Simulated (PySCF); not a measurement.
Compound: C3H3F4O (doublet state).
Cartesian coordinates in Å at the GFN2-xTB level; atoms count from 1:
```xyz
11
C3H3F4O angstrom
C      1.893   -0.058    0.007
O      0.622    0.560   -0.013
C     -0.429   -0.187   -0.384
F     -0.285   -1.529   -0.281
C     -1.776    0.324    0.042
F     -1.996    0.245    1.377
F     -1.919    1.611   -0.282
F     -2.765   -0.357   -0.539
H      1.917   -0.875    0.734
H      2.150   -0.452   -0.980
H      2.595    0.722    0.293
```

The hyperfine couplings belong to this conformer and change with its torsions.

The species is `CO[C](F)C(F)(F)F` [radical].

Theory: PySCF 2.14.0, UKS B3LYP, pcH-1 on C F H O, non-relativistic, mean-field spin-orbit, GIAO. One conformer (not necessarily the lowest) at the GFN2-xTB geometry, without solvent, vibrations or thermal averaging. A GFN2-xTB geometry isn't a minimum of the functional, and hyperfine couplings can be far from their values at a DFT geometry. No stability test was run, so a lower SCF solution isn't excluded.

Predict the first-order ENDOR lines of F6/F7/F8 and H9/H10/H11 under fast tumbling at B = 348.0 mT (X band).

ν± = |νn ± a/2|, one line for each electron-spin manifold; νn = |g_N| × 7.62259 MHz/T × B.

| nuclei | isotope | g_N | νn (MHz) | a_iso (MHz) | lower line (MHz) | upper line (MHz) |
| --- | --- | --- | --- | --- | --- | --- |
| F6/F7/F8 | 19F | 5.2577 | 13.95 | 47.68 | 9.89 | 37.79 |
| H9/H10/H11 | 1H | 5.5857 | 14.82 | 11.60 | 9.02 | 20.62 |

Which pairs are centred on the nuclear Larmor frequency, and which on half the coupling?

Centred on νn, since |a| < 2νn: H9/H10/H11. Centred on |a|/2 and split by 2νn: F6/F7/F8.

At what field would the lower line of F6/F7/F8 fall to zero frequency?

Where νn = |a|/2, that is B = 23.84 MHz/(5.2577 × 7.62259 MHz/T) = 595 mT, as far as first order holds there.

Couplings of abundant isotopes left out: F4 (220.1 MHz).

Means are taken over nuclei equivalent by connectivity, which assumes that they swap fast. The three 19F nuclei of mean +47.7 MHz run from -0.1 to 137.2 MHz in the frozen geometry. The three 1H nuclei of mean +11.6 MHz run from -1.5 to 18.8 MHz in the frozen geometry.

The Mulliken spin populations are largest on C3 (+0.77) and O2 (+0.14). C3 is the only atom above +0.15. The angles at C3 add up to 346.6°, so it is slightly pyramidal.

Hardware: one thread of an x86-64 server, no GPU, on a shared host. Cost: 36 s.
